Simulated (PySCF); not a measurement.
PySCF input:

```python
from pyscf import gto, scf, dft

mol = gto.M(
    atom='''
    In    0.00000000    0.00000000    0.00000000
    O    -0.00000000   -0.00000000   -1.87774827
    O     0.00000000    0.00000000    1.87774827
    ''',
    basis='def2-tzvpd',
    ecp='def2-tzvp',
    charge=0,
    spin=1,
    symmetry='D2h',
    verbose=4,
)

mf = dft.UKS(mol, xc='mn15').density_fit(auxbasis='def2-universal-jkfit')
mf.grids.level = 4
mf.conv_tol = 1e-9
mf.max_cycle = 100
mf.max_memory = 1500
mf.kernel()
if not mf.converged:
    mf = mf.newton()
    mf.kernel(mf.make_rdm1())
mf.analyze()
```

Which total energy does the run end on?

-339.95608 Eh (MN15/def2-TZVPD).

It need not be the lowest isomer of its formula.
